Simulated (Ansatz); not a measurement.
A structure relaxed at PBE-D4/def2-SVP in Ansatz, charge 0, singlet:

Cartesian coordinates in Å:
```
Si -2.1827 2.8204 2.5687
Si -2.1222 0.7617 -3.7952
Si 1.9847 -0.5015 -3.0891
Si 1.2787 1.8887 3.0627
Si 3.3187 0.1362 0.3478
Si -0.2748 1.2675 -0.3878
Si -3.0461 -0.6134 1.5072
Si -1.1808 -2.2805 -1.5749
Si 0.3722 -1.6813 1.9537
Si 2.3465 -3.4616 -0.7514
Si -1.8079 2.1630 -1.9296
Si -0.1343 2.7911 1.4081
Si -2.2368 0.5971 3.3689
Si 1.8799 1.0226 -1.2965
Si -2.7439 -1.3980 -3.0950
Si 0.9901 -2.5374 -2.4467
Si 3.4507 1.5169 2.2479
Si 0.0501 -0.0488 3.6286
Si 2.5246 -1.9615 1.0599
Si -1.0553 -0.8491 0.2789
H -2.1372 3.8351 3.6839
H -3.3722 3.1125 1.6900
H -3.1917 1.3330 -4.6943
H -0.8429 0.6883 -4.5864
H 3.4427 -0.7728 -3.3788
H 1.3610 0.0477 -4.3457
H 1.3107 2.8180 4.2556
H 4.6907 -0.0414 -0.2626
H -4.1204 0.1475 0.7731
H -3.5710 -1.9804 1.8692
H -1.6559 -3.6293 -1.0835
H -0.1751 -3.0126 2.4180
H 3.7187 -3.7513 -1.3101
H 1.7476 -4.7623 -0.2742
H -1.3419 3.5283 -2.3725
H -3.1334 2.3263 -1.2263
H 0.3201 4.1318 0.8839
H 2.3948 2.3761 -1.7301
H -2.9045 -2.3057 -4.2894
H -4.0765 -1.3031 -2.3918
H 0.9630 -3.4774 -3.6304
H 4.0761 2.8444 1.8954
H 4.3098 0.8545 3.2971
H 0.3571 -0.5476 5.0185
H -3.0529 0.4220 4.6250
H 3.4716 -2.5141 2.1003
```

(1) Give its formula.

(2) Summarise the bond lengths by kind (pairs closer than 1.2 times the sum of covalent radii, bridged metal pairs left out).

Results:

(1) Si₂₀H₂₆.

(2) 27 × Si–Si 2.35 to 2.39 Å; 26 × H–Si 1.51 Å.

Single mean-field runs in def2-SVP are fitted with def2-universal-jkfit.
